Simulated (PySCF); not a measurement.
Compound: C5H7NO.
Atom-mapped SMILES: `[CH:1]#[C:2][C:3](=[O:4])[N:5]([CH3:6])[CH3:7]` (hydrogens: H8 on C1; H9, H10, H11 on C6; H12, H13, H14 on C7)

Structure used (GFN2-xTB), in Å, numbered top down from 1:
```
atom  x, y, z in Å
C1     2.9970   -0.5368   -0.0878
C2     1.9272    0.0001    0.0026
C3     0.7552    0.8394    0.1472
O4     0.8657    2.0333    0.3572
N5    -0.4351    0.2042    0.0329
C6    -0.5851   -1.2041   -0.2176
C7    -1.6568    0.9581    0.1657
H8     3.9136   -1.0430   -0.1738
H9    -1.1392   -1.6759    0.5995
H10   -1.1399   -1.3643   -1.1469
H11    0.3924   -1.6744   -0.3020
H12   -1.3962    1.9986    0.3519
H13   -2.2484    0.8888   -0.7508
H14   -2.2510    0.5756    0.9996
```

The calculation used TDDFT CAM-B3LYP/def2-SVPD, vertical, gas phase, core orbitals frozen in the response (PySCF 2.14.0, density-fitted response routines).

Frontier orbitals with the atoms that hold most of them (Löwdin shares over 4%, at most four atoms; ? is withheld):

| orbital | ε (eV) | atoms |
| --- | --- | --- |
| LUMO+2 | 1.73 | C1 34%, C2 29%, H8 13%, O4 6% |
| LUMO+1 | 1.10 | C6 23%, C7 16%, C1 9%, H9 8% |
| LUMO | ? | C1 23%, C3 20%, C2 20%, O4 16% |
| HOMO | -8.62 | ? |
| HOMO-1 | -9.09 | ? |
| HOMO-2 | -9.95 | C1 38%, C2 38%, O4 12%, C3 7% |
| HOMO-3 | -10.30 | C2 34%, C1 32%, O4 15%, C3 8% |

Give the leading atoms of the HOMO-1.

O4 (bonded to C) 60%; C2 (bonded to 2 C) 13%; C1 (bonded to C and H) 12%; C3 (bonded to C, N and O) 6%. By element: oxygen 60%, carbon 31% or more.

Give the leading atoms of the HOMO.

N5 (bonded to 3 C) 43%; O4 (bonded to C) 24%; C3 (bonded to C, N and O) 7%; C6 (bonded to N and 3 H) 7%. By element: nitrogen 43%, oxygen 24%, carbon 14% or more.

What is the LUMO energy, and the HOMO–LUMO gap?

ε(LUMO) = 0.20 eV; the gap is 8.83 eV (0.3243 hartree).

The HOMO–LUMO gap is 8.83 eV. Where does the response calculation put the lowest singlet, and from which orbitals?

S1 is at 4.97 eV (f = 0.0000), 3.86 eV below the gap, made of HOMO-1→LUMO (96%). Its leading pair isn't HOMO and LUMO; the energies of that pair differ by 9.30 eV. Without the coupling terms of the response equations the lowest excitation would equal the gap.

One configuration dominates each of S1, S2, S5 and S8. Which, and how do the shares of the two leading atoms of either orbital change from the occupied to the empty one?

- S1 (4.97 eV, f 0.0000), HOMO-1→LUMO (96%): O4 60% → 16%, C2 13% → 20%, C1 12% → 23%, C3 6% → 20%
- S2 (5.98 eV, f 0.206), HOMO→LUMO (94%): N5 43% → at most 17%, O4 24% → 16%, C1 at most 7% → 23%, C3 7% → 20%
- S5 (6.76 eV, f 0.034), HOMO→LUMO+1 (87%): N5 43% → at most 9%, O4 24% → at most 9%, C6 7% → 23%, C7 at most 7% → 16%
- S8 (7.54 eV, f 0.016), HOMO-1→LUMO+1 (78%): O4 60% → at most 9%, C2 13% → at most 9%, C6 at most 7% → 23%, C7 at most 7% → 16%

One conformer stands for the species.
